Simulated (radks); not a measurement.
Spherical quantum dot in the effective-mass picture: electrons in a hard-walled sphere of radius 4.14, with a point charge +2 (a donor) at the centre, all in effective atomic units (hartree* = m*/eps^2 hartree, bohr* = eps/m* bohr), one dielectric constant everywhere. Calculated with a radial shooting solver with Libxc functionals: non-relativistic Kohn-Sham, PBE, spin-polarised, spherical densities. Levels are named by radial order and angular momentum (1s, 1p, 1d, 2s, ...), and open shells are averaged over m. Each electron was tried in the lowest free levels, single moves between levels near the top were tried too, and the lowest total energy was kept; such a search can miss a lower state. At N = 1 the Hartree and exchange-correlation terms need not cancel, so that row can carry a self-interaction error.

| N | open shells | 2S | E (hartree*) | mu = E(N) - E(N-1) (hartree*) | addition energy mu(N+1) - mu(N) (hartree*) | e(HOMO) (hartree*) | rms radius (bohr*) |
|---|---|---|---|---|---|---|---|
| 1 | 1s(up 1, down 0) | 1 | -1.99366 | -1.9937 | 1.098 | -1.5445 | 0.8811 |
| 2 | none | 0 | -2.88953 | -0.89586 | 1.410 | -0.56998 | 1.092 |
| 3 | 1p(up 1, down 0) | 1 | -2.37498 | 0.51454 | 0.2939 | 0.65475 | 1.698 |
| 4 | 1p(up 2, down 0) | 2 | -1.56658 | 0.80841 | 0.3152 | 0.96483 | 1.966 |
| 5 | 1p(up 3, down 0) | 3 | -0.442959 | 1.1236 | 0.3535 | 1.2828 | 2.131 |
| 6 | 1p(up 3, down 0) 2s(up 1, down 0) | 4 | 1.03415 | 1.4771 | 0.4049 | 1.6392 | 2.255 |
| 7 | 1p(up 3, down 1) 2s(up 1, down 0) | 3 | 2.91615 | 1.8820 | 0.2832 | 2.0202 | 2.343 |
| 8 | 1p(up 3, down 2) 2s(up 1, down 0) | 2 | 5.08139 | 2.1652 | 0.2965 | 2.3123 | 2.415 |
| 9 | 2s(up 1, down 0) | 1 | 7.54309 | 2.4617 | 0.3645 | 2.6179 | 2.474 |
| 10 | none | 0 | 10.3692 | 2.8262 | 0.5543 | 2.9987 | 2.517 |
| 11 | 1d(up 1, down 0) | 1 | 13.7497 | 3.3804 | 0.2903 | 3.5253 | 2.571 |
| 12 | 1d(up 2, down 0) | 2 | 17.4204 | 3.6707 | 0.2915 | 3.8163 | 2.617 |
| 13 | 1d(up 3, down 0) | 3 | 21.3825 | 3.9622 | 0.2921 | 4.1082 | 2.657 |
| 14 | 1d(up 4, down 0) | 4 | 25.6368 | 4.2542 | 0.2923 | 4.4004 | 2.692 |
| 15 | 1d(up 5, down 0) | 5 | 30.1833 | 4.5465 | 0.3698 | 4.6926 | 2.723 |
| 16 | 1d(up 5, down 1) | 4 | 35.0996 | 4.9163 | 0.2846 | 5.0583 | 2.752 |
| 17 | 1d(up 5, down 2) | 3 | 40.3004 | 5.2009 | 0.2860 | 5.3437 | 2.777 |
| 18 | 1d(up 5, down 3) | 2 | 45.7873 | 5.4869 | 0.2869 | 5.6302 | 2.801 |
| 19 | 1d(up 5, down 4) | 1 | 51.5611 | 5.7738 | 0.2873 | 5.9174 | 2.822 |
| 20 | none | 0 | 57.6222 | 6.0611 | 0.6506 | 6.2048 | 2.842 |
| 21 | 1f(up 1, down 0) | 1 | 64.3339 | 6.7117 | 0.2823 | 6.8528 | 2.863 |
| 22 | 1f(up 2, down 0) | 2 | 71.3279 | 6.9940 | 0.2827 | 7.1353 | 2.883 |
| 23 | 1f(up 3, down 0) | 3 | 78.6045 | 7.2767 | 0.2829 | 7.4181 | 2.901 |
| 24 | 1f(up 4, down 0) | 4 | 86.1641 | 7.5596 | - | 7.7011 | 2.918 |

All shells are closed at N = 2, 10, 20 (there: 1s2 1p6 1d10 2s2); the second difference of the energy has clear peaks (12 % above both neighbours; the first and last values, which can be the largest, are not judged, and half-filled shells can peak too) at N = 2, 6, 10, 15, 20.
